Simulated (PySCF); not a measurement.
**MoN at PBE0**

Level: PBE0. Mo cc-pVDZ-PP with ECP28, N cc-pVDZ; scalar-relativistic core potentials (PySCF 2.14).

```json
{"state": "⁴Σ⁻ (quartet), unpaired electrons σ ↑, δ ↑↑", "bond length": "1.622 Å", "harmonic wavenumber": "1119 cm⁻¹", "force constant": "9.03 mdyn/Å", "rotational constant Be": "0.5228 cm⁻¹", "anharmonicity ωexe": "8.25 cm⁻¹", "vibration–rotation constant αe": "0.00342 cm⁻¹", "well depth De to Mo (4d5 5s1) + N": "4.87 eV", "dissociation energy D0": "4.80 eV", "bond order (Mayer)": "3.23", "dipole moment (positive dipole means Mo(−)N(+))": "-3.16 D"}
```

The metal atom is held in its measured ground configuration; semilocal functionals can put another filling of s and d lower by some tenths of an eV, and De to that atom would be smaller. Spin–orbit coupling is left out, which matters for elements this heavy, above all for dissociation energies. The state is the lowest single determinant that the PBE0 search found; with open d or f shells the true ground state can be another one.
